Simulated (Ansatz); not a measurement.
System: sum formula H2BO2 (charge 0, doublet). It need not be the lowest isomer of its formula. SMILES: B(O)[O]
Coordinates optimised at B3LYP-D3(BJ)/def2-TZVP (Ansatz, an electronic-structure program):
```
B
O 1 1.3321
O 1 1.3616 2 126.94
H 3 0.9645 1 113.97 2 0.00
H 1 1.2061 2 112.69 3 -180.00
```
Charge 0, spin multiplicity 2.

Parts of the frozen-core correlation energy in cc-pVDZ (Ansatz, hartree). Frozen orbitals: 3; correlated occupied orbitals by spin: 9 and 8; virtual: 40 and 41. UHF or UKS for open shells. Spin-orbit coupling is left out. Non-relativistic.

| term | value |
|---|---|
| reference (HF) | -175.63883 |
| MP2 opposite-spin | (withheld) |
| MP2 same-spin | -0.10489 |
| CCSD correlation | (withheld) |
| (T) | (withheld) |
| CCSDT minus CCSD(T) | -0.00088 |
| T1 diagnostic | 0.022 |
| largest doubles amplitude | 0.034 |
| <S^2> of the reference | 0.758 |

Fill in the missing entries.


- MP2 opposite-spin, value: -0.30516
- CCSD correlation, value: -0.43767
- (T), value: -0.00999
